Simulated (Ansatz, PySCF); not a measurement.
Molecule: sum formula HSO3, net charge -1, singlet state. It need not be the lowest isomer of its formula. 
Structure (B3LYP-D3(BJ)/def2-TZVP (Ansatz, a program for electronic structure) minimum search):
```xyz
5

S     -0.0978    -0.0981     0.0970
O      0.6836     0.6727     1.0616
O      0.6791    -1.0538    -0.6894
O     -1.0557     0.6889    -0.6765
H     -0.8906    -0.8931     0.8828
```
Charge -1, spin multiplicity 1.

Total electronic energies in hartree. Correlated levels leave the core frozen unless marked. Spin-orbit coupling is left out. Non-relativistic. Basis-set limits of correlation are two-point, X^-3; Hartree-Fock from the larger set. The bracket is a focal-point correction in the basis named.

| level | program | energy (Eh) |
|---|---|---|
| HF/cc-pV(Q+d)Z | Ansatz | -622.86427 |
| RI-HF/aug-cc-pV(Q+d)Z | Ansatz | -622.86711 |
| SVWN5/def2-TZVPD | Ansatz | ? |
| BHLYP-D3(BJ)/def2-TZVPD | Ansatz + dftd3 | -624.53259 |
| TPSSh-D4/def2-TZVPD | PySCF + dftd4 | -624.66703 |
| r2SCAN0/def2-TZVPD | Ansatz | ? |
| B2PLYP-D3(BJ)/def2-TZVPD | Ansatz + dftd3 | ? |
| SCS-MP2/cc-pVTZ | Ansatz | -623.69082 |
| RI-MP2/CBS(aug-cc-pV(T+d)Z,aug-cc-pV(Q+d)Z)+[CCSD(T)-MP2]/aug-cc-pV(T+d)Z | Ansatz | -623.9558 |

**Question.** Some entries are withheld; supply them.

**Answer.** 
- SVWN5/def2-TZVPD, energy (Eh): -621.72662
- r2SCAN0/def2-TZVPD, energy (Eh): -624.47776
- B2PLYP-D3(BJ)/def2-TZVPD, energy (Eh): -624.39082
